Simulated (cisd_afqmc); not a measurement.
Input (AFQMC/CISD/def2-QZVPP; cisd_afqmc is a phaseless AFQMC code with CISD trial states that reads the integrals written by Ansatz): A basis named .json is the Basis Set Exchange file of that set.

Ansatz 0.2 input:
```python
import cisd_afqmc

open("ham.yaml", "w").write("""\
crystal:
  periodic: [false, false, false]
  atoms:
    - {symbol: O, position_ang: [0.00000000, 0.00000000, 0.00000000]}
basis:
  gaussian:
    orbitals: def2-QZVPP.json
magnetization: {spin_polarized: true, initial_magnetization: 2}
correlation: {method: ccsd, electrons: outside_noble_gas, hamiltonian_folder: ham}
scf: {lower_state_search: full}
""")
rep = cisd_afqmc.ansatz("ham.yaml")
e_ccsd = rep["correlation"]["coupled_cluster"]["energy"]["hartree"]
out = cisd_afqmc.run("ham", e_ccsd, trial="CISD", walkers=2000, populations=1, threads=12, dt=0.005, steps=40, early=24, settle=10, least=100,
    cut=5e-5, rank_cut=2e-4, target=0.0004, seconds=1000, seed=4, memory=62639, gpu=True)
```

Output:

```
orbitals 56, occupied [4, 2], factors 297 of 362, rank of the doubles 186 of 316
E(HF) = -74.818629
E(CCSD) on the cut factors = -74.990375, shift to the whole factors 0.000003
Energy of the trial state on the determinant = -74.990327
  tau behind 7.2 of longer steps, mean of the populations' last blocks
   2.0  -74.99399
   4.0  -74.99414
   6.0  -74.99425
   8.0  -74.99425
  10.0  -74.99406
  12.0  -74.99388
  14.0  -74.99422
  16.0  -74.99414
  18.0  -74.99395
  20.0  -74.99418
  22.0  -74.99463
blocks 97 (3 outliers left out), error by blocks joined: 1: 0.00004, 2: 0.00004, 4: 0.00004, 8: 0.00005
E(AFQMC/CISD) = -74.99419 +/- 0.00005
```

The error still grows at the longest joins of blocks, or few joins were possible, so the printed bar may be too narrow.
